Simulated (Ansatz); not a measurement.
## Molecular dynamics of CH₄ClGa

Input:

```yaml
crystal:
  periodic: [false, false, false]
  atoms:
    - { symbol: Ga, position_ang: [0.03529, 0.001793, -0.09451] }
    - { symbol: Cl, position_ang: [-0.056331, -0.006403, 2.118482] }
    - { symbol: H, position_ang: [1.508588, 0.00329, -0.643678] }
    - { symbol: C, position_ang: [-1.722979, 0.001926, -0.991656] }
    - { symbol: H, position_ang: [-2.280306, -0.914755, -0.712261] }
    - { symbol: H, position_ang: [-2.318327, 0.86952, -0.643583] }
    - { symbol: H, position_ang: [-1.627634, 0.04463, -2.093494] }
basis:
  gaussian: { orbitals: def2-SVPD }
hamiltonian:
  xc: revpbe
md:
  timestep: 0.5
  n_steps: 150
  ensemble: nve
  temperature: 1500.0
  initial_velocities: maxwell_boltzmann
  seed: 777277
```

Command:

```bash
$ ansatz run input.yaml --threads 2 --pin off --max-ram 3072MiB --backend cpu --events-out ev --progress --plain --runs-dir out
```

It starts from a relaxed structure.

Output, in part (one step line in 2, the closing report, with atoms numbered from 0):

```
md step     0: t =     0.00 fs  T =  1500.0 K  F+E_penalty+E_count = -65986.81676179 eV  E_kin = 0.969450 eV  conserved = -65985.84731180 eV  (26 SCF iters)
md step     2: t =     1.00 fs  T =  1380.2 K  F+E_penalty+E_count = -65986.73825764 eV  E_kin = 0.892008 eV  conserved = -65985.84624938 eV  (30 SCF iters)
md step     4: t =     2.00 fs  T =  1117.8 K  F+E_penalty+E_count = -65986.56656129 eV  E_kin = 0.722439 eV  conserved = -65985.84412184 eV  (29 SCF iters)
md step     6: t =     3.00 fs  T =   900.1 K  F+E_penalty+E_count = -65986.42507056 eV  E_kin = 0.581756 eV  conserved = -65985.84331414 eV  (28 SCF iters)
md step     8: t =     4.00 fs  T =   805.2 K  F+E_penalty+E_count = -65986.36450439 eV  E_kin = 0.520397 eV  conserved = -65985.84410705 eV  (29 SCF iters)
md step    10: t =     5.00 fs  T =   769.2 K  F+E_penalty+E_count = -65986.34212956 eV  E_kin = 0.497120 eV  conserved = -65985.84500944 eV  (28 SCF iters)
md step    12: t =     6.00 fs  T =   705.9 K  F+E_penalty+E_count = -65986.30162180 eV  E_kin = 0.456236 eV  conserved = -65985.84538542 eV  (29 SCF iters)
md step    14: t =     7.00 fs  T =   584.6 K  F+E_penalty+E_count = -65986.22260775 eV  E_kin = 0.377805 eV  conserved = -65985.84480262 eV  (29 SCF iters)
md step    16: t =     8.00 fs  T =   474.1 K  F+E_penalty+E_count = -65986.14954687 eV  E_kin = 0.306423 eV  conserved = -65985.84312341 eV  (29 SCF iters)
md step    18: t =     9.00 fs  T =   518.8 K  F+E_penalty+E_count = -65986.17830648 eV  E_kin = 0.335276 eV  conserved = -65985.84303068 eV  (28 SCF iters)
md step    20: t =    10.00 fs  T =   715.7 K  F+E_penalty+E_count = -65986.30817667 eV  E_kin = 0.462579 eV  conserved = -65985.84559795 eV  (29 SCF iters)
md step    22: t =    11.00 fs  T =   849.8 K  F+E_penalty+E_count = -65986.39627543 eV  E_kin = 0.549230 eV  conserved = -65985.84704493 eV  (28 SCF iters)
md step    24: t =    12.00 fs  T =   785.7 K  F+E_penalty+E_count = -65986.35371162 eV  E_kin = 0.507827 eV  conserved = -65985.84588434 eV  (28 SCF iters)
md step    26: t =    13.00 fs  T =   613.4 K  F+E_penalty+E_count = -65986.24042946 eV  E_kin = 0.396446 eV  conserved = -65985.84398364 eV  (30 SCF iters)
md step    28: t =    14.00 fs  T =   496.1 K  F+E_penalty+E_count = -65986.16417344 eV  E_kin = 0.320642 eV  conserved = -65985.84353129 eV  (29 SCF iters)
md step    30: t =    15.00 fs  T =   481.1 K  F+E_penalty+E_count = -65986.15527281 eV  E_kin = 0.310941 eV  conserved = -65985.84433168 eV  (30 SCF iters)
md step    32: t =    16.00 fs  T =   503.1 K  F+E_penalty+E_count = -65986.17009242 eV  E_kin = 0.325173 eV  conserved = -65985.84491977 eV  (31 SCF iters)
md step    34: t =    17.00 fs  T =   501.5 K  F+E_penalty+E_count = -65986.16921907 eV  E_kin = 0.324127 eV  conserved = -65985.84509229 eV  (30 SCF iters)
md step    36: t =    18.00 fs  T =   458.4 K  F+E_penalty+E_count = -65986.14112633 eV  E_kin = 0.296290 eV  conserved = -65985.84483649 eV  (28 SCF iters)
md step    38: t =    19.00 fs  T =   410.2 K  F+E_penalty+E_count = -65986.10876949 eV  E_kin = 0.265115 eV  conserved = -65985.84365439 eV  (28 SCF iters)
md step    40: t =    20.00 fs  T =   466.4 K  F+E_penalty+E_count = -65986.14423855 eV  E_kin = 0.301419 eV  conserved = -65985.84281990 eV  (29 SCF iters)
md step    42: t =    21.00 fs  T =   688.0 K  F+E_penalty+E_count = -65986.28898993 eV  E_kin = 0.444639 eV  conserved = -65985.84435101 eV  (30 SCF iters)
md step    44: t =    22.00 fs  T =   944.9 K  F+E_penalty+E_count = -65986.45690308 eV  E_kin = 0.610702 eV  conserved = -65985.84620105 eV  (29 SCF iters)
md step    46: t =    23.00 fs  T =  1075.6 K  F+E_penalty+E_count = -65986.54106667 eV  E_kin = 0.695140 eV  conserved = -65985.84592710 eV  (29 SCF iters)
md step    48: t =    24.00 fs  T =  1087.8 K  F+E_penalty+E_count = -65986.54769128 eV  E_kin = 0.703022 eV  conserved = -65985.84466913 eV  (29 SCF iters)
md step    50: t =    25.00 fs  T =  1079.1 K  F+E_penalty+E_count = -65986.54196845 eV  E_kin = 0.697433 eV  conserved = -65985.84453583 eV  (29 SCF iters)
md step    52: t =    26.00 fs  T =  1068.3 K  F+E_penalty+E_count = -65986.53557337 eV  E_kin = 0.690427 eV  conserved = -65985.84514684 eV  (29 SCF iters)
md step    54: t =    27.00 fs  T =  1008.7 K  F+E_penalty+E_count = -65986.49725550 eV  E_kin = 0.651915 eV  conserved = -65985.84534081 eV  (30 SCF iters)
md step    56: t =    28.00 fs  T =   879.4 K  F+E_penalty+E_count = -65986.41356885 eV  E_kin = 0.568357 eV  conserved = -65985.84521183 eV  (29 SCF iters)
md step    58: t =    29.00 fs  T =   696.2 K  F+E_penalty+E_count = -65986.29467313 eV  E_kin = 0.449983 eV  conserved = -65985.84469010 eV  (29 SCF iters)
md step    60: t =    30.00 fs  T =   522.9 K  F+E_penalty+E_count = -65986.18128603 eV  E_kin = 0.337927 eV  conserved = -65985.84335930 eV  (29 SCF iters)
md step    62: t =    31.00 fs  T =   480.3 K  F+E_penalty+E_count = -65986.15319915 eV  E_kin = 0.310388 eV  conserved = -65985.84281091 eV  (29 SCF iters)
md step    64: t =    32.00 fs  T =   606.5 K  F+E_penalty+E_count = -65986.23654232 eV  E_kin = 0.391951 eV  conserved = -65985.84459179 eV  (29 SCF iters)
md step    66: t =    33.00 fs  T =   755.5 K  F+E_penalty+E_count = -65986.33430329 eV  E_kin = 0.488288 eV  conserved = -65985.84601539 eV  (30 SCF iters)
md step    68: t =    34.00 fs  T =   806.1 K  F+E_penalty+E_count = -65986.36612116 eV  E_kin = 0.520955 eV  conserved = -65985.84516568 eV  (28 SCF iters)
md step    70: t =    35.00 fs  T =   818.9 K  F+E_penalty+E_count = -65986.37329422 eV  E_kin = 0.529246 eV  conserved = -65985.84404791 eV  (29 SCF iters)
md step    72: t =    36.00 fs  T =   880.9 K  F+E_penalty+E_count = -65986.41408417 eV  E_kin = 0.569328 eV  conserved = -65985.84475621 eV  (29 SCF iters)
md step    74: t =    37.00 fs  T =   938.2 K  F+E_penalty+E_count = -65986.45221529 eV  E_kin = 0.606350 eV  conserved = -65985.84586482 eV  (31 SCF iters)
md step    76: t =    38.00 fs  T =   895.5 K  F+E_penalty+E_count = -65986.42454012 eV  E_kin = 0.578740 eV  conserved = -65985.84579965 eV  (31 SCF iters)
md step    78: t =    39.00 fs  T =   749.0 K  F+E_penalty+E_count = -65986.32916097 eV  E_kin = 0.484062 eV  conserved = -65985.84509938 eV  (29 SCF iters)
md step    80: t =    40.00 fs  T =   564.0 K  F+E_penalty+E_count = -65986.20867902 eV  E_kin = 0.364495 eV  conserved = -65985.84418388 eV  (30 SCF iters)
md step    82: t =    41.00 fs  T =   435.2 K  F+E_penalty+E_count = -65986.12439537 eV  E_kin = 0.281258 eV  conserved = -65985.84313778 eV  (30 SCF iters)
md step    84: t =    42.00 fs  T =   455.4 K  F+E_penalty+E_count = -65986.13760944 eV  E_kin = 0.294352 eV  conserved = -65985.84325765 eV  (30 SCF iters)
md step    86: t =    43.00 fs  T =   606.2 K  F+E_penalty+E_count = -65986.23691361 eV  E_kin = 0.391762 eV  conserved = -65985.84515186 eV  (30 SCF iters)
md step    88: t =    44.00 fs  T =   727.1 K  F+E_penalty+E_count = -65986.31636173 eV  E_kin = 0.469922 eV  conserved = -65985.84643980 eV  (29 SCF iters)
md step    90: t =    45.00 fs  T =   716.3 K  F+E_penalty+E_count = -65986.30806483 eV  E_kin = 0.462941 eV  conserved = -65985.84512406 eV  (28 SCF iters)
md step    92: t =    46.00 fs  T =   687.7 K  F+E_penalty+E_count = -65986.28766443 eV  E_kin = 0.444445 eV  conserved = -65985.84321967 eV  (28 SCF iters)
md step    94: t =    47.00 fs  T =   793.8 K  F+E_penalty+E_count = -65986.35718867 eV  E_kin = 0.513036 eV  conserved = -65985.84415269 eV  (30 SCF iters)
md step    96: t =    48.00 fs  T =   964.4 K  F+E_penalty+E_count = -65986.46936148 eV  E_kin = 0.623307 eV  conserved = -65985.84605440 eV  (30 SCF iters)
md step    98: t =    49.00 fs  T =  1035.7 K  F+E_penalty+E_count = -65986.51563609 eV  E_kin = 0.669389 eV  conserved = -65985.84624709 eV  (29 SCF iters)
md step   100: t =    50.00 fs  T =   971.7 K  F+E_penalty+E_count = -65986.47348221 eV  E_kin = 0.627987 eV  conserved = -65985.84549473 eV  (28 SCF iters)
md step   102: t =    51.00 fs  T =   833.9 K  F+E_penalty+E_count = -65986.38363597 eV  E_kin = 0.538964 eV  conserved = -65985.84467172 eV  (30 SCF iters)
md step   104: t =    52.00 fs  T =   705.5 K  F+E_penalty+E_count = -65986.29969144 eV  E_kin = 0.455932 eV  conserved = -65985.84375897 eV  (30 SCF iters)
md step   106: t =    53.00 fs  T =   668.1 K  F+E_penalty+E_count = -65986.27541827 eV  E_kin = 0.431811 eV  conserved = -65985.84360700 eV  (29 SCF iters)
md step   108: t =    54.00 fs  T =   724.7 K  F+E_penalty+E_count = -65986.31359275 eV  E_kin = 0.468400 eV  conserved = -65985.84519254 eV  (30 SCF iters)
md step   110: t =    55.00 fs  T =   741.6 K  F+E_penalty+E_count = -65986.32585936 eV  E_kin = 0.479310 eV  conserved = -65985.84654897 eV  (30 SCF iters)
md step   112: t =    56.00 fs  T =   621.5 K  F+E_penalty+E_count = -65986.24662599 eV  E_kin = 0.401668 eV  conserved = -65985.84495808 eV  (29 SCF iters)
md step   114: t =    57.00 fs  T =   509.7 K  F+E_penalty+E_count = -65986.17177810 eV  E_kin = 0.329440 eV  conserved = -65985.84233780 eV  (29 SCF iters)
md step   116: t =    58.00 fs  T =   616.5 K  F+E_penalty+E_count = -65986.24181235 eV  E_kin = 0.398475 eV  conserved = -65985.84333772 eV  (29 SCF iters)
md step   118: t =    59.00 fs  T =   862.6 K  F+E_penalty+E_count = -65986.40368604 eV  E_kin = 0.557519 eV  conserved = -65985.84616680 eV  (29 SCF iters)
md step   120: t =    60.00 fs  T =  1004.8 K  F+E_penalty+E_count = -65986.49621297 eV  E_kin = 0.649412 eV  conserved = -65985.84680134 eV  (30 SCF iters)
md step   122: t =    61.00 fs  T =   962.2 K  F+E_penalty+E_count = -65986.46755448 eV  E_kin = 0.621852 eV  conserved = -65985.84570221 eV  (31 SCF iters)
md step   124: t =    62.00 fs  T =   820.3 K  F+E_penalty+E_count = -65986.37455546 eV  E_kin = 0.530162 eV  conserved = -65985.84439338 eV  (30 SCF iters)
md step   126: t =    63.00 fs  T =   701.1 K  F+E_penalty+E_count = -65986.29669080 eV  E_kin = 0.453138 eV  conserved = -65985.84355241 eV  (31 SCF iters)
md step   128: t =    64.00 fs  T =   681.8 K  F+E_penalty+E_count = -65986.28444278 eV  E_kin = 0.440642 eV  conserved = -65985.84380112 eV  (30 SCF iters)
md step   130: t =    65.00 fs  T =   737.3 K  F+E_penalty+E_count = -65986.32169523 eV  E_kin = 0.476510 eV  conserved = -65985.84518485 eV  (29 SCF iters)
md step   132: t =    66.00 fs  T =   747.5 K  F+E_penalty+E_count = -65986.32947571 eV  E_kin = 0.483130 eV  conserved = -65985.84634544 eV  (30 SCF iters)
md step   134: t =    67.00 fs  T =   624.8 K  F+E_penalty+E_count = -65986.24928492 eV  E_kin = 0.403813 eV  conserved = -65985.84547196 eV  (28 SCF iters)
md step   136: t =    68.00 fs  T =   464.5 K  F+E_penalty+E_count = -65986.14315522 eV  E_kin = 0.300237 eV  conserved = -65985.84291806 eV  (29 SCF iters)
md step   138: t =    69.00 fs  T =   484.7 K  F+E_penalty+E_count = -65986.15583976 eV  E_kin = 0.313235 eV  conserved = -65985.84260526 eV  (30 SCF iters)
md step   140: t =    70.00 fs  T =   704.6 K  F+E_penalty+E_count = -65986.30097033 eV  E_kin = 0.455375 eV  conserved = -65985.84559498 eV  (31 SCF iters)
md step   142: t =    71.00 fs  T =   875.9 K  F+E_penalty+E_count = -65986.41347874 eV  E_kin = 0.566115 eV  conserved = -65985.84736402 eV  (31 SCF iters)
md step   144: t =    72.00 fs  T =   830.4 K  F+E_penalty+E_count = -65986.38310990 eV  E_kin = 0.536709 eV  conserved = -65985.84640131 eV  (30 SCF iters)
md step   146: t =    73.00 fs  T =   638.4 K  F+E_penalty+E_count = -65986.25700587 eV  E_kin = 0.412579 eV  conserved = -65985.84442673 eV  (30 SCF iters)
md step   148: t =    74.00 fs  T =   478.6 K  F+E_penalty+E_count = -65986.15231596 eV  E_kin = 0.309308 eV  conserved = -65985.84300761 eV  (28 SCF iters)
md step   150: t =    75.00 fs  T =   480.9 K  F+E_penalty+E_count = -65986.15402878 eV  E_kin = 0.310801 eV  conserved = -65985.84322757 eV  (27 SCF iters)
Total energy: -65986.15408935 eV, -2424.9464357618 hartree
Atom 0 at     0.013668     0.024070    -0.140885 Å, force     3.408999    -0.972991     2.057075 eV/Å
Atom 1 at    -0.060005    -0.028953     2.191502 Å, force    -0.018753     0.198524    -1.054046 eV/Å
Atom 2 at     1.544325    -0.354794    -0.599020 Å, force    -0.708764     0.448819     0.196829 eV/Å
Atom 3 at    -1.608585    -0.021499    -0.974600 Å, force    -4.382263     0.411050     2.533975 eV/Å
Atom 4 at    -2.289760    -0.796454    -0.318884 Å, force     1.392931     1.563032    -1.428999 eV/Å
Atom 5 at    -2.106128     1.020349    -0.747595 Å, force     0.470479    -1.556505    -0.822824 eV/Å
Atom 6 at    -1.604424    -0.335117    -1.991024 Å, force    -0.162629    -0.091930    -1.482010 eV/Å
Dipole moment:    -0.234195     0.092348    -0.748965 e Å
```

All steps were run. The conserved energy stayed within 0.73 meV per atom of its start (net change 0.58 meV per atom), so the integration is sound. Over the second half the temperature averaged 0.48 of the 1500 K drawn at the start: a run that starts near a minimum puts about half its kinetic energy into the potential. A run of 0.075 ps of so small a system gives no equilibrium averages.

The same pairs are bonded in the first frame and the last. Pairs count as bonded within 1.25 times the sum of covalent radii (0.12 Å more for H–H).

Last frame:

```xyz
7
Properties=species:S:1:pos:R:3
Ga 0.014 0.024 -0.141
Cl -0.060 -0.029 2.192
H 1.544 -0.355 -0.599
C -1.609 -0.021 -0.975
H -2.290 -0.796 -0.319
H -2.106 1.020 -0.748
H -1.604 -0.335 -1.991
```

Run time: 2.3 min on 2 threads of Intel(R) Xeon(R) 6975P-C (Granite Rapids), with other jobs on the host, peak memory 0.17 GiB.
